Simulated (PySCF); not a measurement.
A calculated (PW91, PySCF 2.14, aug-cc-pwCVTZ-DK3, the spin-free X2C one-electron Hamiltonian (Gaussian nucleus)) atom or ion has these occupied shells.

| shell | electrons | orbital energy (eV) | rms radius, mean of both spins (bohr) |
| --- | --- | --- | --- |
| 1s | 2 | -27712.8 | 0.0342 |
| 2s | 2 | -4157.6 | 0.139 |
| 2p | 6 | -3735.6 | 0.124 |
| 3s | 2 | -795.17 | 0.372 |
| 3p | 6 | -656.59 | 0.374 |
| 3d | 10 | -440.27 | 0.354 |
| 4s | 2 | -127.02 | 0.903 |
| 4p | 6 | -85.646 | 0.986 |
| 4d | 10 | -26.139 | 1.29 |
| 5s | 2 | -15.008 | 2.64 |

Task: Name the element and its charge.

Result: In⁺ (indium, charge +1), in [Kr] 4d10 5s2, closed-shell 1S.
